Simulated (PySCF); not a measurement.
**Continuum solvent and chemical shifts**

Geometry:
| atom | x (Å) | y (Å) | z (Å) |
| --- | --- | --- | --- |
| N1 | -2.867 | 0.041 | -0.485 |
| Si2 | -1.396 | 0.326 | 0.390 |
| C3 | -0.033 | -0.720 | -0.387 |
| C4 | 1.271 | -0.832 | 0.410 |
| Si5 | 2.240 | 0.776 | 0.621 |
| H6 | -3.260 | -0.894 | -0.510 |
| H7 | -3.609 | 0.728 | -0.423 |
| H8 | -1.434 | -0.008 | 1.859 |
| H9 | -1.127 | 1.793 | 0.280 |
| H10 | 0.153 | -0.322 | -1.400 |
| H11 | -0.467 | -1.725 | -0.545 |
| H12 | 1.076 | -1.230 | 1.421 |
| H13 | 1.955 | -1.556 | -0.067 |
| H14 | 3.539 | 0.503 | 1.309 |
| H15 | 2.523 | 1.395 | -0.712 |
| H16 | 1.472 | 1.766 | 1.439 |

GIAO PBE0/pcSseg-1 in PySCF 2.14.0 with density-fitted response routines on one PBE0-D3(BJ)/def2-SVP conformer, non-relativistic, equivalent nuclei averaged. Solvents enter as an IEF-PCM continuum (benzene with ε = 2.3, chloroform with ε = 4.7) around the gas-phase geometry. Shifts are referred to TMS computed in the same medium.

Gas phase, δ in ppm: Si2 -25.5, Si5 -65.1, C3 10.6, C4 2.5, H8/H9 4.76, H14/H15/H16 3.81, H10/H11 0.95, H12/H13 0.86, H6/H7 -0.06. Dipole moment 1.81 D.

Q: How does each δ change in the continuum?

A: 
```json
{"atoms": "Si2", "environment": "silicon bonded to C, N, 2 H", "Δδ, benzene": "-0.1", "Δδ, chloroform": "-0.1"}
{"atoms": "Si5", "environment": "silicon bonded to C, 3 H", "Δδ, benzene": "+0.1", "Δδ, chloroform": "+0.2"}
{"atoms": "C3", "environment": "sp3 CH2 bonded to Si", "Δδ, benzene": "+0.2", "Δδ, chloroform": "+0.4"}
{"atoms": "C4", "environment": "sp3 CH2 bonded to Si", "Δδ, benzene": "+0.2", "Δδ, chloroform": "+0.4"}
{"atoms": "H8/H9", "environment": "hydrogen on a silicon bonded to C, N", "Δδ, benzene": "-0.06", "Δδ, chloroform": "-0.10"}
{"atoms": "H14/H15/H16", "environment": "hydrogen on a silicon bonded to C", "Δδ, benzene": "-0.04", "Δδ, chloroform": "-0.07"}
{"atoms": "H10/H11", "environment": "hydrogen on an sp3 CH2 bonded to Si", "Δδ, benzene": "+0.04", "Δδ, chloroform": "+0.06"}
{"atoms": "H12/H13", "environment": "hydrogen on an sp3 CH2 bonded to Si", "Δδ, benzene": "+0.05", "Δδ, chloroform": "+0.08"}
{"atoms": "H6/H7", "environment": "hydrogen on a nitrogen bonded to Si", "Δδ, benzene": "+0.22", "Δδ, chloroform": "+0.35"}
```

Changes are relative to the gas phase. The dipole moment becomes 2.01 D in benzene, 2.13 D in chloroform.

Q: Which of the listed nuclei move most (in ppm), and what does the model miss? (N and O are left out, as their reference compounds move with the solvent too.)

A: C3 (sp3 CH2 bonded to Si, +0.4 ppm) and C4 (sp3 CH2 bonded to Si, +0.4 ppm) and H6/H7 (hydrogen on a nitrogen bonded to Si, +0.35 ppm) in chloroform. A continuum only polarises the solute; specific hydrogen bonds, the anisotropy of aromatic solvents and changes of geometry or conformer are outside it.
